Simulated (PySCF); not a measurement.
**[Cu(H2O)6]2+: multiplets, ligand field and magnetism**

[Cu(H2O)6]2+: Cu(II) (d9), charge +2. The structure is a PBE0-D3(BJ)/def2-SVP, IEF-PCM water geometry optimised for multiplicity 2; coordination octahedral, point group C1, metal–donor distances 2.01–2.21 Å.

```
19

Cu    0.000    0.000    0.000
O     0.037   -0.090    2.211
H     0.768    0.392    2.621
H    -0.755    0.233    2.663
O    -0.006   -0.093   -2.204
H     0.746   -0.033   -2.806
H    -0.787   -0.187   -2.763
O     2.013    0.059    0.006
H     2.335    0.897   -0.360
H     2.448   -0.636   -0.512
O    -2.012   -0.052   -0.033
H    -2.465    0.620    0.499
H    -2.344   -0.907    0.283
O     0.059    2.015   -0.043
H    -0.278    2.455    0.753
H    -0.433    2.399   -0.785
O    -0.053   -2.014   -0.045
H     0.440   -2.455    0.664
H     0.295   -2.368   -0.879
```

Method (PySCF 2.14, density fitting): CASSCF(9,5) with orbitals averaged over all microstates of the shell, strongly contracted NEVPT2 on the averaged canonical orbitals; basis x2c-TZVPall on the metal, x2c-SVPall elsewhere; spin-free X2C; IEF-PCM water; spin-orbit coupling by state interaction with the mean-field operator over all roots.

## Spin-free states

| 2S+1 | deg. | cubic parent | free-ion term | CASSCF / cm⁻¹ | NEVPT2 / cm⁻¹ | f(ED) | occupations |
| --- | --- | --- | --- | --- | --- | --- | --- |
| 2 | 1 | 2Eg 1.00 | 2D 1.00 | 0 | 0 | – | 2.0 2.0 2.0 2.0 1.0 |
| 2 | 1 | 2Eg 1.00 | 2D 1.00 | 3524 | 4628 | 3.0e-08 | 2.0 2.0 2.0 1.0 2.0 |
| 2 | 1 | 2T2g 1.00 | 2D 1.00 | 7423 | 10048 | 5.9e-10 | 2.0 2.0 1.0 2.0 2.0 |
| 2 | 1 | 2T2g 1.00 | 2D 1.00 | 7859 | 10509 | 1.9e-08 | 2.0 1.0 2.0 2.0 2.0 |
| 2 | 1 | 2T2g 1.00 | 2D 1.00 | 8120 | 10876 | 1.8e-08 | 1.0 2.0 2.0 2.0 2.0 |

Energies are counted from the ground state at NEVPT2 level. Weights follow the labels. f(ED) is the electric-dipole oscillator strength from the ground state at the fixed geometry, without vibronic coupling; occupations, where given, run over the ligand-field orbitals from the lowest.

## Magnetism

The ground doublet has g = 2.111, 2.128, 2.563. μeff is 2.03 μB at 300 K and 1.97 μB at 10 K; the spin-only value is 1.73 μB.

| T / K | χT / cm³ K mol⁻¹ | μeff / μB |
| --- | --- | --- |
| 2 | 0.486 | 1.97 |
| 5 | 0.487 | 1.97 |
| 10 | 0.487 | 1.97 |
| 20 | 0.488 | 1.98 |
| 30 | 0.489 | 1.98 |
| 50 | 0.491 | 1.98 |
| 75 | 0.493 | 1.99 |
| 100 | 0.495 | 1.99 |
| 150 | 0.500 | 2.00 |
| 200 | 0.504 | 2.01 |
| 250 | 0.509 | 2.02 |
| 300 | 0.513 | 2.03 |

Powder magnetisation at 2 K: 0.21 μB at 0.5 T, 0.41 μB at 1 T, 0.73 μB at 2 T, 0.93 μB at 3 T, 1.09 μB at 5 T, 1.13 μB at 7 T.

## Spin-orbit levels

| E / cm⁻¹ | deg. | make-up | g (S′ = 1/2) |
| --- | --- | --- | --- |
| 0.0 | 2 | 0.99 2Eg | 2.11 2.13 2.56 |
| 4572.1 | 2 | 0.98 2Eg | 1.96 2.61 2.69 |
| 9682.4 | 2 | 0.57 2T2g + 0.26 2T2g + 0.17 2T2g | 0.67 2.15 2.83 |
| 10883.8 | 2 | 0.50 2T2g + 0.40 2T2g + 0.09 2T2g | 0.14 0.40 1.58 |
| 11383.7 | 2 | 0.73 2T2g + 0.23 2T2g | 0.14 0.24 0.94 |

NEVPT2 lifts 2T2g-like from 7423 to 10048 cm⁻¹; on the d shell alone it tends to overshoot states that fill the eg-type orbitals.

The job took 15 s on one thread of Arm Neoverse V2 (shared host), with 192 basis functions and a peak of 0.91 GiB, launched as `OMP_NUM_THREADS=1 python lf_run.py task.json out`.
